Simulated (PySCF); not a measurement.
# Correlation energy of Br³³⁺ (bromine, charge +33)

1s2, closed-shell 1S. All numbers are calculated (PySCF 2.14, scalar relativity by spin-free X2C-1e, in an uncontracted even-tempered set (17 s from 48 bohr⁻², ratio 2.2; 7 p from 72 bohr⁻², ratio 2.4; 4 d from 220 bohr⁻², ratio 2.4; 3 f from 330 bohr⁻², ratio 2.4; 3 g from 490 bohr⁻², ratio 2.4)). Frozen: nothing; 2 electrons correlated; the 9 highest virtual orbitals of each spin left out.

With two correlated electrons CCSD is exact within the correlated space (frozen core and kept virtual orbitals).

```tsv
level	correlation energy (mhartree)
CCSD	-51.04
```

Diagnostics: T1 = 3.4e-06, D1 = 0.0000, largest double amplitude 0.001.

Q: Is a single reference adequate?

A: Yes, within this model without spin-orbit coupling: T1 lies below 0.03 and no double amplitude reaches 0.07.

At this charge the one-electron X2C treatment keeps the bare 1/r₁₂, with no two-electron picture change or Breit term. That inflates the 1s pair energies well beyond their four-component values; and a scalar Hamiltonian misses the large spin-orbit splitting of the p shells, which matters for ns² → np² pairs.
